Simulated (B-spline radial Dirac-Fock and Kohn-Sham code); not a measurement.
Binding energies of Sb³⁺ in different valence configurations

The computed values come from a radial finite-basis atomic code: multi-electron Dirac-Fock with separately optimised hole states, Breit and Lamb-shift corrections added in first order. Correlation and solid-state effects are left out.

Reference: the tabulated ground configuration [Kr] 4d10 5s2, with 2s 4746.0 eV, 2p1/2 4422.6 eV, 2p3/2 4174.1 eV, 3s 988.2 eV, 3d3/2 577.8 eV, 5s 41.62 eV, Kα1 26357.2 eV, Kβ1 29722.3 eV.

Task: One of these configurations gives the following shifts from the reference, in eV: average energy +8.44, 2s +1.19, 2p1/2 +1.30, 2p3/2 +1.30, 3s +1.15, 3d3/2 +1.33, 5s +2.06, Kα1 -0.07, Kβ1 -0.10. Which?
A. [Kr] 4d9 5s2 5p1
B. [Kr] 4d10 5s1 5p1

Result: B. The others give [Kr] 4d9 5s2 5p1: 2s +10.28.
